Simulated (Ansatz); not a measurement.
Consider the atomization: `O=[C]1[CH2][Al]1[OH]` → Al• + 2 C• + 3 H• + 2 O•.

Calculated with Ansatz (gas phase, PBE0-D4/def2-TZVP geometries, no zero-point term in ΔE). CBS: MP2 limit from def2 TZ/QZ plus the TZ coupled-cluster correction, frozen cores. This one scheme is used for every species, atoms too. Functionals use def2-TZVPP. B3LYP here is the variant with VWN-RPA as its local correlation; programs differ in this. HSE06 is defined as in plane-wave codes. No spin–orbit coupling; open shells (•) take unrestricted orbitals. Spin–orbit coupling would lower the free atoms: a little for Al, C, O. Each species was taken in one conformer, which may not be the lowest.

```tsv
level	ΔE (eV)	difference from CCSD(T)/CBS
LDA (SPW92)	39.24	6.12
PBE-D4	34.56	1.44
revPBE-D4	33.42	0.30
BLYP-D4	33.48	0.36
r2SCAN-D4	33.54	0.42
B97M-V	33.38	0.26
PBE0-D4	33.22	0.10
B3LYP-D4	33.01	-0.11
r2SCANh-D4	33.08	-0.04
HSE06-D4	33.27	0.15
BHLYP-D4	31.22	-1.90
ωB97X-V	33.04	-0.08
ωB97M-V	33.18	0.06
B2PLYP	32.82	-0.30
PBE-QIDH	32.81	-0.31
PBE	34.42	1.30
revPBE	32.99	-0.13
BLYP	33.17	0.05
r2SCAN	33.51	0.39
PBE0	33.10	-0.02
B3LYP	32.78	-0.34
r2SCANh	33.04	-0.08
r2SCAN0	32.37	-0.75
HSE06	33.16	0.04
BHLYP	31.04	-2.08
CAM-B3LYP	32.96	-0.16
LC-ωPBE	33.05	-0.07
HF/def2-SVP	22.15	-10.97
MP2/def2-SVP	32.09	-1.03
CCSD/def2-SVP	30.41	-2.71
CCSD(T)/def2-SVP	31.02	-2.10
SCS-MP2/def2-TZVPP	32.73	-0.39
CCSD/def2-TZVPP	31.22	-1.90
CCSD(T)/def2-TZVPP	32.07	-1.05
HF/def2-QZVPP	22.05	-11.07
MP2/def2-QZVPP	34.00	0.88
SCS-MP2/def2-QZVPP	33.42	0.30
HF/CBS(def2)	22.07	-11.05
MP2/CBS(def2)	34.42	1.30
CCSD/CBS(def2)	32.27	-0.85
CCSD(T)/CBS	33.12	0
```

Largest T1 diagnostic among the species: 0.021, so the coupled-cluster value is less sure than usual.

At CCSD(T), def2-SVP lies −2.10 eV from the extrapolated value and def2-TZVPP −1.05 eV: correlation converges slowly with the basis, and small sets miss more of it in the bonded molecule than in its fragments. In def2-TZVPP, CCSD(T) changes the Hartree–Fock value by +10.09 eV (the triples alone add +0.85 eV) and MP2 by +11.38 eV; breaking electron pairs costs correlation energy, which Hartree–Fock lacks.

For atomizations the MP2-based limit and the directly extrapolated one differ by several kJ/mol either way, and by 10 to 25 for some Ge, Se and Sn compounds, so smaller differences from it don't rank the levels.
